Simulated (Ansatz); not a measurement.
Consider the isomerisation: `O=C=CCBr` → `Br/C=C1\CO1`.

Program: Ansatz. Geometries: PBE0-D4/def2-TZVP. ΔE: electronic, gas phase. CCSD(T)/CBS adds triple-zeta CCSD(T) − MP2 to the extrapolated MP2 energy (def2 sets, frozen cores). DFT in def2-TZVPP. For Br outer-core shells are correlated without core-valence functions, which leaves a few kJ/mol of doubt a bond. Scalar relativity is left out up to krypton. One conformer a species, not always the lowest.

`O=C=CCBr`:

Cartesian coordinates in Å:
```
O -1.066 -2.013 1.377
C -0.838 -1.181 0.609
C -0.591 -0.221 -0.252
C 0.500 0.749 -0.050
Br 2.108 0.358 -1.140
H -1.186 -0.216 -1.157
H 0.213 1.750 -0.361
H 0.859 0.774 0.975
```

`Br/C=C1\CO1`:

Z-matrix (Å, degrees):
```
C
O 1 1.467
C 1 1.424 2 55.4
H 1 1.086 2 114.3 3 110.7
H 1 1.086 2 114.3 3 -110.7
C 3 1.312 1 157.1 2 180.0
Br 6 1.877 3 121.0 1 0.0
H 6 1.080 3 123.2 1 -180.0
```

```
             level  ΔE (kJ/mol)  difference from CCSD(T)/CBS
            PBE-D4        137.3                         -2.3
         revPBE-D4        140.1                          0.5
      CAM-B3LYP-D4        143.3                          3.7
           ωB97X-V        133.5                         -6.1
          PBE-QIDH        138.2                         -1.4
            revPBE        140.5                          0.9
           r2SCANh        142.7                          3.1
             BHLYP        150.1                         10.5
RPA@PBE/def2-TZVPP        137.5                         -2.1
       HF/def2-SVP        162.6                         23.0
     CCSD/def2-SVP        146.7                          7.1
CCSD(T)/def2-TZVPP        140.6                          1.0
    MP2/def2-QZVPP        144.0                          4.4
      HF/CBS(def2)        161.9                         22.3
     MP2/CBS(def2)        143.7                          4.1
    CCSD/CBS(def2)        139.8                          0.2
       CCSD(T)/CBS        139.6                            0
```

Task: What do rigid-rotor, harmonic-oscillator terms from PBE0-D4/def2-TZVP frequencies (298.15 K, 1 bar) make of the CCSD(T)/CBS value? (An estimate is asked.)

Result: Computed: ΔZPE = +0.7 kJ/mol, ΔH = +139.1 kJ/mol, ΔS = -13 J/(mol·K), ΔG = +143.0 kJ/mol.

Largest T1 diagnostic among the species: 0.012.

From r2SCAN to r2SCAN0 (25 % exact exchange), in def2-TZVPP and without D4, ΔE moves by −3.5 kJ/mol. In def2-TZVPP, CCSD(T) changes the Hartree–Fock value by −21.8 kJ/mol (the triples alone add −0.3 kJ/mol) and MP2 by −17.7 kJ/mol. Leaving LDA and LC-ωPBE aside and taking each functional with its dispersion term where it has one, the values, not all of them listed here, spread over 20.8 kJ/mol, from ωB97X-V to BLYP-D4. LDA lies −12.6 kJ/mol from PBE without D4.

CCSD(T)/CBS has its own doubt, a few kJ/mol and more with outer-core shells, so smaller differences from it don't rank the levels.
